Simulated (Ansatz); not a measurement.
Reaction (formal exchange of groups at a B–C bond): `OBCF` + `FC(F)N[SiH3]` → `OBN[SiH3]` + `FCC(F)F`

Computed with Ansatz on PBE0-D4/def2-TZVP structures; ΔE is electronic, products minus reactants. CCSD(T)/CBS is the MP2 limit (def2-TZVPP, def2-QZVPP) plus CCSD(T) − MP2 in def2-TZVPP, frozen cores. Functionals use def2-TZVPP. One conformer a species, not always the lowest.

```
       species  PBE0-D4 energy (Eh)
        `OBCF`           -240.30958
`FC(F)N[SiH3]`           -584.78537
   `OBN[SiH3]`           -447.81098
     `FCC(F)F`           -377.32894
```

Question: Work out ΔE.

Answer: ΔE = (-447.81098) + (-377.32894) − (-240.30958) − (-584.78537) = -0.04497 Eh = -118.1 kJ/mol. CCSD(T)/CBS gives -124.2 kJ/mol.

Largest T1 diagnostic among the species: 0.012.

From PBE to PBE0 (25 % exact exchange), in def2-TZVPP and without D4, ΔE moves by −3.4 kJ/mol.
